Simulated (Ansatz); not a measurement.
Basis-set extrapolation for C$_{2}$H$_{9}$FSi$_{2}$ (`C[SiH](C)[SiH2]F`) (PBE0-D4/def2-TZVP geometry, frozen core, Ansatz 0.2.0). Multiplicity 1, RHF reference.

|  | def2-TZVPP | def2-QZVPP |
| --- | --- | --- |
| HF | -758.459852 | -758.486769 |
| MP2 correlation | -0.855984 | -0.921749 |
| CCSD(T) correlation | -0.948169 | not run |

Energies in hartree. Use E(X) = E(∞) + A·exp(−7.88·√X) for Hartree–Fock and E(X) = E(∞) + B·X^(−2.97) for correlation, with X = 3 and 4, and add CCSD(T) minus MP2 of the smaller set to the MP2 limit.

Problem. What is the CCSD(T) energy at the basis-set limit?

Solution. HF limit: -758.486769 + (-0.026917) × 0.13774 = -758.49048. MP2 limit: -0.921749 + (-0.065765) × 0.74074 = -0.97046. Higher-order term: -0.948169 − (-0.855984) = -0.09219. Total: -759.55313 hartree, 381.0 kJ/mol below CCSD(T)/def2-TZVPP.
